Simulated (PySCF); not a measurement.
Zn(2+): excitation energy

Zn(2+) [Ar] 3d10 (1S) → Zn(2+) [Ar] 3d9 4p1 (high-spin determinant), as a difference of total energies. Computed with PySCF 2.14 in def2-TZVPPD (6s6p4d2f1g, 67 functions), with no relativity, point nucleus. Correlated levels: valence and next inner shell: [Ne] frozen. The calculations carry no spin-orbit coupling.

```tsv
method	excitation energy (eV)
UHF	15.922
MP2 (valence and next inner shell)	18.814
SCS-MP2 (valence and next inner shell)	18.474
CCSD (valence and next inner shell)	17.846
CCSD(T) (valence and next inner shell)	17.898
```

Task: How much does correlation contribute at CCSD(T) (valence and next inner shell)?

Result: 17.898 − (15.922) = 1.976 eV, measured against UHF.

A first-order spin-orbit estimate (lowest level to lowest level, LS coupling) adds -0.088 eV.

The determinant of the upper state mixes LS terms, which raises its energy above the lowest term, most at the Hartree-Fock and MP2 levels.
